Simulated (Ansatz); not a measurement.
One change: `C[CH](C)[Zn][F]` becomes `C[CH](C)[Mg][F]`.

Ansatz, PBE0-D4/def2-TZVP geometries, multiplicity 1. Each molecule was computed in one conformer, which needn't be the lowest.

Scalar relativity is left out up to krypton.

```json
{"property": "HOMO energy (B3LYP/def2-TZVPP) / eV", "`C[CH](C)[Zn][F]`": "-7.53"}
{"property": "zero-point energy (PBE0-D4/def2-TZVP) / kJ/mol", "`C[CH](C)[Zn][F]`": "249.2"}
{"property": "LUMO energy (PBE0/def2-TZVPP) / eV", "`C[CH](C)[Zn][F]`": "-0.51"}
{"property": "size of the dipole moment (PBE/def2-TZVPP) / D", "`C[CH](C)[Zn][F]`": "3.04"}
{"property": "HOMO–LUMO gap (PBE0/def2-TZVPP) / eV", "`C[CH](C)[Zn][F]`": "7.15"}
{"property": "HOMO–LUMO gap (ωB97M-V/def2-TZVPP) / eV", "`C[CH](C)[Zn][F]`": "10.88"}
```

(1) Give the same properties after the change, and the shifts. (An estimate is asked.)

Answers

(1) Computed: 
| property | `C[CH](C)[Mg][F]` | shift |
| --- | --- | --- |
| HOMO energy (B3LYP/def2-TZVPP) / eV | -6.45 | 1.08 |
| zero-point energy (PBE0-D4/def2-TZVP) / kJ/mol | 246.7 | -2.5 |
| LUMO energy (PBE0/def2-TZVPP) / eV | -1.06 | -0.55 |
| size of the dipole moment (PBE/def2-TZVPP) / D | 2.22 | -0.82 |
| HOMO–LUMO gap (PBE0/def2-TZVPP) / eV | 5.53 | -1.62 |
| HOMO–LUMO gap (ωB97M-V/def2-TZVPP) / eV | 8.94 | -1.94 |

With PBE0 the HOMO rises by 1.07 eV and the LUMO falls by 0.55 eV, so the gap narrows by about 1.62 eV. PBE moves the HOMO by 1.09 eV and ωB97M-V by 1.07 eV. Dipoles are sizes alone; their direction can turn.

B3LYP here is the variant with VWN-RPA as its local correlation; programs differ in this.
